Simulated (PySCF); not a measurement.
Relaxation of singlet HYS

All numbers come from PBE0/[Y def2-TZVP with ECP28, S def2-TZVP, H def2-TZVP], scalar-relativistic core potentials, density fitting, no spin–orbit coupling, PySCF. A (50,194) grid was used.

A hand-made bent start, of Cs symmetry, held to at least that symmetry:

```xyz
3
charge 0 multiplicity 1, angstrom
Y     0.4681    0.0000   -0.3463
S    -1.3668    0.0000    0.9385
H     2.0654    0.0000    0.7722
```

Optimiser trace:
```json
{"step": "0", "E − E(last) (kJ/mol)": "2.31", "largest gradient (Eh/bohr)": "0.01548"}
{"step": "1", "E − E(last) (kJ/mol)": "0.21", "largest gradient (Eh/bohr)": "0.00339"}
{"step": "2", "E − E(last) (kJ/mol)": "0.06", "largest gradient (Eh/bohr)": "0.00143"}
{"step": "3", "E − E(last) (kJ/mol)": "0.02", "largest gradient (Eh/bohr)": "0.00124"}
{"step": "4", "E − E(last) (kJ/mol)": "0.00", "largest gradient (Eh/bohr)": "0.00046"}
{"step": "5", "E − E(last) (kJ/mol)": "0.00", "largest gradient (Eh/bohr)": "0.00021"}
```

It ends at Cs with Y–H 1.980 Å, Y–S 2.282 Å; H–Y–S 110.3°. No frequency check is given, so it may be a saddle point.

Final geometry:
```xyz
3
charge 0 multiplicity 1, angstrom
Y     0.4719    0.0000   -0.3574
S    -1.4012    0.0000    0.9466
H     2.0961    0.0000    0.7753
```
